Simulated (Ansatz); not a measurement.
Ideal-gas functions of `C=[C]1[AlH][S]S1` at 500 K and 1 bar, from an Ansatz frequency run at PBE0-D4/def2-TZVP.

Molar mass 118.16 g/mol, point group Cs (symmetry number 1), electronic degeneracy 1, moments of inertia 122.386, 204.195, 326.581 u Å². Harmonic wavenumbers (cm⁻¹, unscaled): 96, 264, 283, 323, 460, 475, 507, 551, 604, 677, 709, 929, 1094, 1431, 1654, 1965, 3133, 3220.

Use S(trans) = R[1.5 ln M + 2.5 ln T − 1.1517]; rotational temperatures θ = 24.2544 K / I; S(rot) = R[ln(√π/σ · √(T³/θAθBθC)) + 1.5]; for each mode x = 1.438777 ν̃/T, S = R[x/(eˣ − 1) − ln(1 − e⁻ˣ)] and H = RT x/(eˣ − 1); 1 cm⁻¹ = 0.0119627 kJ/mol; R = 8.31446 J/(mol·K).

Question: By hand: the entropy, in J/(mol·K).

Answer: Translation 179.1. Rotation: θ = 0.1982, 0.1188, 0.0743 K, giving 121.1. Vibration, mode by mode: 19.04, 10.80, 10.25, 9.22, 6.56, 6.33, 5.87, 5.30, 4.69, 3.97, 3.69, 2.24, 1.54, 0.70, 0.41, 0.19, 0.01, 0.01, in all 90.8. Electronic 0.0. Sum 391.0 J/(mol·K).

Question: By hand: H − E and G − E in kJ/mol, counted from the electronic energy.

Answer: Zero-point energy ½ × 18375 × 0.0119627 = 109.9; thermal vibration 25.2; translation, rotation and pV give 4 RT = 16.6. H − E = 151.7 kJ/mol, and G − E = 151.7 − 500 × 391.0/1000 = -43.8 kJ/mol.

Vibration gives 23 % of the entropy, 19.0 J/(mol·K) of it from the mode under 150 cm⁻¹: soft modes count most, and the harmonic formula is weakest for them.
